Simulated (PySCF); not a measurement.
sodium chloride (ClNa), singlet, at a GFN2-xTB geometry (such geometries of metal compounds can be far from the true shape), with bond 1-2 at 2.2 times its length; PySCF with PBE/cc-pVTZ.

The PySCF input:
```python
from pyscf import gto, scf, dft

mol = gto.Mole()
mol.atom = '''
    Na    0.00000000    0.00000000   -4.05776622
    Cl    0.00000000    0.00000000    0.88212309
'''
mol.basis = 'cc-pvtz'
mol.verbose = 4
mol.build()

mf = dft.RKS(mol)
mf.xc = 'pbe'
mf.kernel()
mo_i, mo_e, stable_i, stable_e = mf.stability(internal=True, external=True, return_status=True, nroots=6, tol=1e-6)
print('internally stable:', stable_i, ' externally stable:', stable_e)
if not stable_e:
    umf = mf.to_uhf() if not hasattr(mf, 'xc') else mf.to_uks()
    umf.scf_summary = {}
    umf.kernel(umf.make_rdm1(mo_e, umf.mo_occ))
```

**Question.** Predict the main parts of the log of this PySCF run.

**Answer.** 
```
PySCF version 2.14.0

[INPUT] verbose = 4
[INPUT] num. atoms = 2
[INPUT] num. electrons = 28
[INPUT] charge = 0
[INPUT] spin (= nelec alpha-beta = 2S) = 0
[INPUT] symmetry False subgroup None
[INPUT] Mole.unit = angstrom
[INPUT] Symbol           X                Y                Z      unit          X                Y                Z       unit  Magmom
[...]
nuclear repulsion = 20.0320558279959
number of shells = 18
number of NR pGTOs = 122
number of NR cGTOs = 68
basis = cc-pvtz
ecp = {}

******** <class 'pyscf.dft.rks.RKS'> ********
method = RKS
initial guess = minao
damping factor = 0
level_shift factor = 0
DIIS = <class 'pyscf.scf.diis.CDIIS'>
diis_start_cycle = 1
diis_space = 8
diis_damp = 0
SCF conv_tol = 1e-09
SCF conv_tol_grad = None
SCF max_cycles = 50
direct_scf = True
direct_scf_tol = 1e-13
XC library pyscf.dft.libxc version 7.1.2
    S. Lehtola, C. Steigemann, M. J. T. Oliveira, and M. A. L. Marques,  SoftwareX 7, 1–5 (2018)
XC functionals = pbe
    J. P. Perdew, K. Burke, and M. Ernzerhof,  Phys. Rev. Lett. 77, 3865 (1996)
    J. P. Perdew, K. Burke, and M. Ernzerhof,  Phys. Rev. Lett. 78, 1396 (1997)
    J. P. Perdew, K. Burke, and M. Ernzerhof,  Phys. Rev. Lett. 77, 3865 (1996)
    J. P. Perdew, K. Burke, and M. Ernzerhof,  Phys. Rev. Lett. 78, 1396 (1997)
radial grids:
    Treutler-Ahlrichs [JCP 102, 346 (1995); DOI:10.1063/1.469408] (M4) radial grids

becke partition: Becke, JCP 88, 2547 (1988); DOI:10.1063/1.454033
pruning grids: <function nwchem_prune>
grids dens level: 3
symmetrized grids: False
atomic radii adjust function: <function treutler_atomic_radii_adjust>
small_rho_cutoff = 0
Set gradient conv threshold to 3.16228e-05
Initial guess from minao.
tot grids = 36984
init E= -622.086895506648
cycle= 1 E= -622.099191965147  delta_E= -0.0123  |g|= 0.439  |ddm|= 0.777
cycle= 2 E= -614.622387688716  delta_E= 7.48  |g|= 1.65  |ddm|=  3.2
cycle= 3 E= -622.151653744976  delta_E= -7.53  |g|= 0.213  |ddm|= 3.17

cycle= 4 E= -621.348823732204  delta_E= 0.803  |g|= 0.855  |ddm|= 2.27
cycle= 5 E= -621.435232503659  delta_E= -0.0864  |g|= 0.74  |ddm|= 1.44

cycle= 6 E= -621.46450556927  delta_E= -0.0293  |g|= 0.697  |ddm|= 1.43
cycle= 7 E= -622.175005184356  delta_E= -0.71  |g|= 0.167  |ddm|= 1.96
cycle= 8 E= -622.185896956736  delta_E= -0.0109  |g|= 0.0505  |ddm|= 0.451

cycle= 9 E= -621.483135763701  delta_E= 0.703  |g|= 0.657  |ddm|= 1.97
cycle= 10 E= -621.4984566727  delta_E= -0.0153  |g|= 0.634  |ddm|= 1.43
cycle= 11 E= -622.187822521166  delta_E= -0.689  |g|= 0.0493  |ddm|= 1.93
cycle= 12 E= -622.175557839945  delta_E= 0.0123  |g|= 0.125  |ddm|= 0.257
cycle= 13 E= -622.174935486918  delta_E= 0.000622  |g|= 0.127  |ddm|= 0.0102
cycle= 14 E= -622.177221768088  delta_E= -0.00229  |g|= 0.117  |ddm|= 0.0369

cycle= 15 E= -621.50000143923  delta_E= 0.677  |g|= 0.63  |ddm|= 1.93

cycle= 16 E= -621.502538432092  delta_E= -0.00254  |g|= 0.627  |ddm|= 0.0263
cycle= 17 E= -622.179342941972  delta_E= -0.677  |g|= 0.107  |ddm|= 1.91
cycle= 18 E= -622.178917484384  delta_E= 0.000425  |g|= 0.109  |ddm|= 0.00709
cycle= 19 E= -622.176425575449  delta_E= 0.00249  |g|= 0.12  |ddm|= 0.0442
cycle= 20 E= -622.178389438761  delta_E= -0.00196  |g|= 0.116  |ddm|= 0.047

cycle= 21 E= -621.493958873493  delta_E= 0.684  |g|= 0.636  |ddm|= 1.93

cycle= 22 E= -621.49018732592  delta_E= 0.00377  |g|= 0.642  |ddm|= 0.0326

cycle= 23 E= -621.488790965426  delta_E= 0.0014  |g|= 0.644  |ddm|= 0.975

cycle= 24 E= -621.48983326429  delta_E= -0.00104  |g|= 0.643  |ddm|= 0.521

cycle= 25 E= -621.490173780101  delta_E= -0.000341  |g|= 0.642  |ddm|= 0.157

cycle= 26 E= -621.485917501155  delta_E= 0.00426  |g|= 0.649  |ddm|= 0.546
cycle= 27 E= -622.164255979357  delta_E= -0.678  |g|= 0.172  |ddm|= 1.97
cycle= 28 E= -622.162372412369  delta_E= 0.00188  |g|= 0.181  |ddm|= 0.0282
cycle= 29 E= -622.157087215873  delta_E= 0.00529  |g|= 0.209  |ddm|= 0.0585

cycle= 30 E= -621.490280194198  delta_E= 0.667  |g|= 0.651  |ddm|= 2.03

[...]
SCF not converged.
<class 'pyscf.dft.rks.RKS'> wavefunction has an internal instability
<class 'pyscf.dft.rks.RKS'> wavefunction has an real -> complex instability
<class 'pyscf.dft.rks.RKS'> wavefunction has an RHF/RKS -> UHF/UKS instability
internally stable: False  externally stable: False
[...]
small_rho_cutoff = 0
Set gradient conv threshold to 3.16228e-05
init E= -622.137185927403
cycle= 1 E= -622.070333330938  delta_E= 0.0669  |g|= 0.404  |ddm|= 1.01
cycle= 2 E= -614.595709613728  delta_E= 7.47  |g|=  1.2  |ddm|= 2.27
cycle= 3 E= -622.115823335667  delta_E= -7.52  |g|= 0.271  |ddm|= 2.25

cycle= 4 E= -621.41300974603  delta_E= 0.703  |g|= 0.559  |ddm|= 1.58
cycle= 5 E= -622.166802651249  delta_E= -0.754  |g|= 0.0929  |ddm|= 1.55

cycle= 6 E= -621.437557894924  delta_E= 0.729  |g|= 0.52  |ddm|= 1.52
cycle= 7 E= -621.466065727273  delta_E= -0.0285  |g|= 0.494  |ddm|= 0.981
cycle= 8 E= -621.510086300777  delta_E= -0.044  |g|= 0.492  |ddm|= 0.384
cycle= 9 E= -622.180502079129  delta_E= -0.67  |g|= 0.0858  |ddm|= 1.39

cycle= 10 E= -621.508116541774  delta_E= 0.672  |g|= 0.464  |ddm|= 1.35
cycle= 11 E= -622.171322404027  delta_E= -0.663  |g|= 0.0998  |ddm|= 1.42
cycle= 12 E= -622.172600550241  delta_E= -0.00128  |g|= 0.0955  |ddm|= 0.0199
cycle= 13 E= -622.173666720165  delta_E= -0.00107  |g|= 0.093  |ddm|= 0.0144

cycle= 14 E= -621.544971123465  delta_E= 0.629  |g|= 0.455  |ddm|= 1.37

cycle= 15 E= -621.548223573375  delta_E= -0.00325  |g|= 0.457  |ddm|= 0.114

cycle= 16 E= -621.54940210259  delta_E= -0.00118  |g|= 0.458  |ddm|= 0.107

cycle= 17 E= -621.538417871135  delta_E= 0.011  |g|= 0.456  |ddm|= 0.235
cycle= 18 E= -622.168777157924  delta_E= -0.63  |g|= 0.105  |ddm|= 1.37
cycle= 19 E= -622.171408347732  delta_E= -0.00263  |g|= 0.0968  |ddm|= 0.0301
cycle= 20 E= -622.179159110929  delta_E= -0.00775  |g|= 0.077  |ddm|= 0.103
cycle= 21 E= -622.186503752595  delta_E= -0.00734  |g|= 0.047  |ddm|= 0.117
cycle= 22 E= -622.174842408613  delta_E= 0.0117  |g|= 0.0914  |ddm|= 0.165
cycle= 23 E= -622.178154918961  delta_E= -0.00331  |g|= 0.081  |ddm|= 0.0529
cycle= 24 E= -622.170280251338  delta_E= 0.00787  |g|= 0.103  |ddm|= 0.117
cycle= 25 E= -622.170110304878  delta_E= 0.00017  |g|= 0.104  |ddm|= 0.00922
cycle= 26 E= -622.173671393675  delta_E= -0.00356  |g|= 0.093  |ddm|= 0.0388
cycle= 27 E= -622.175354518701  delta_E= -0.00168  |g|= 0.0889  |ddm|= 0.0237
cycle= 28 E= -622.17686126462  delta_E= -0.00151  |g|= 0.0838  |ddm|= 0.0183

cycle= 29 E= -622.085540316121  delta_E= 0.0913  |g|= 0.228  |ddm|= 0.948

cycle= 30 E= -622.078490715949  delta_E= 0.00705  |g|= 0.235  |ddm|= 0.326

cycle= 31 E= -621.545753629154  delta_E= 0.533  |g|= 0.46  |ddm|= 0.974

cycle= 32 E= -621.485900982026  delta_E= 0.0599  |g|= 0.461  |ddm|= 0.71

cycle= 33 E= -622.071442846889  delta_E= -0.586  |g|= 0.241  |ddm|= 1.14

cycle= 34 E= -622.089970775853  delta_E= -0.0185  |g|= 0.212  |ddm|= 0.108
cycle= 35 E= -622.188313050411  delta_E= -0.0983  |g|= 0.0429  |ddm|= 0.933
cycle= 36 E= -622.182995910401  delta_E= 0.00532  |g|= 0.0674  |ddm|= 0.0949
cycle= 37 E= -622.182159782312  delta_E= 0.000836  |g|= 0.0713  |ddm|= 0.011

cycle= 38 E= -622.09654504934  delta_E= 0.0856  |g|= 0.201  |ddm|= 0.944

cycle= 39 E= -622.185973330303  delta_E= -0.0894  |g|= 0.0546  |ddm|= 0.934
cycle= 40 E= -622.097869947069  delta_E= 0.0881  |g|= 0.198  |ddm|= 0.931
cycle= 41 E= -622.183271091241  delta_E= -0.0854  |g|= 0.0681  |ddm|= 0.938
cycle= 42 E= -622.185591880678  delta_E= -0.00232  |g|= 0.0576  |ddm|= 0.0348

cycle= 43 E= -622.171570945898  delta_E= 0.014  |g|= 0.114  |ddm|= 0.59

cycle= 44 E= -622.0967099761  delta_E= 0.0749  |g|= 0.205  |ddm|= 0.808

cycle= 45 E= -622.18533259372  delta_E= -0.0886  |g|= 0.0644  |ddm|= 0.797
cycle= 46 E= -622.19123467517  delta_E= -0.0059  |g|= 0.011  |ddm|= 0.332
cycle= 47 E= -622.190850110106  delta_E= 0.000385  |g|= 0.0169  |ddm|= 0.0932
cycle= 48 E= -622.190888445529  delta_E= -3.83e-05  |g|= 0.0168  |ddm|= 0.0923
cycle= 49 E= -622.191221323245  delta_E= -0.000333  |g|= 0.00805  |ddm|= 0.0681
cycle= 50 E= -622.191262285282  delta_E= -4.1e-05  |g|= 0.00629  |ddm|= 0.0068
SCF not converged.
SCF energy = -622.191262285282 after 50 cycles  <S^2> = 0.26807397  2S+1 = 1.4395471
```

The run did not converge; its last values are not results.
